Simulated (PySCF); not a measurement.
# Dipole moment and polarisability of TcO3Br

Compound: TcO3Br (singlet state).
Structure used (PBE0-D3(BJ)/def2-SVP), in Å, numbered top down from 1:
```
atom  x, y, z in Å
Tc1    0.0660    0.1210    0.0657
O2    -0.0103   -0.0461    1.7152
O3     1.6486    0.1872   -0.4287
O4    -0.7370    1.4946   -0.4060
Br5   -0.9673   -1.7567   -0.9461
```

Level: wB97X-D/def2-SVPD (PySCF), static field, nuclei fixed, core orbitals frozen in the response. The polarisability tensor in these axes (au):

```
x   63.97  7.35  3.97
y    7.35 73.34  7.24
z    3.97  7.24 63.86
```

Question: Give the principal values, the mean and the anisotropy Δα = √{½[(α1 − α2)² + (α2 − α3)² + (α1 − α3)²]}.

Answer: Principal values 59.94, 59.95 and 81.28 au; mean 67.05 au = 9.94 Å³ = 11.06 × 10⁻⁴⁰ C²·m²/J; Δα = 21.34 au (32 % of the mean).

Question: What is the dipole moment, and where does it point?

Answer: (-0.57, -1.04, -0.56) D, 1.32 D in size, pointing from the negative to the positive side. Measured along this direction, the outermost atoms are O2, O4 and O3 at the negative end and Br5 at the positive end.

Question: What depolarisation ratio follows for Rayleigh scattering of linearly polarised light, taking the static tensor?

Answer: ρ = 3Δα²/(45ᾱ² + 4Δα²) = 1365.6/(202333 + 1820.8) = 0.00669.

Question: What molar refraction does this α imply?

Answer: Lorentz–Lorenz: R = (4π/3)N_A α = 2.5225 cm³/(mol·Å³) × 9.94 Å³ = 25.1 cm³/mol, in the limit of long wavelengths.

Question: In TDDFT the mean static polarisability is Σ f/ω² over all singlet excitations (ω in hartree). How much of it do the 10 lowest give? Their energies (eV) and oscillator strengths: 3.96, 0.0000; 3.96, 0.0000; 4.15, 0.0000; 4.38, 0.0283; 4.45, 0.0029; 4.45, 0.0029; 4.69, 0.0000; 4.74, 0.0003; 4.74, 0.0003; 4.86, 0.0002.

Answer: They add up to 1.34 au, 2.0 % of the 67.05 au; the largest single term is 1.09 au, from the state at 4.38 eV. Terms in order: 0.00, 0.00, 0.00, 1.09, 0.11, 0.11, 0.00, 0.01, 0.01, 0.01 au. Higher excitations give the rest. The strengths listed sum to 0.035.

Geometry: PBE0-D3(BJ)/def2-SVP; no solvent, vibrations or thermal averaging. Atoms past krypton carry effective core potentials; spin–orbit coupling is left out. The calculation is non-relativistic apart from the core potentials, for bromine too.
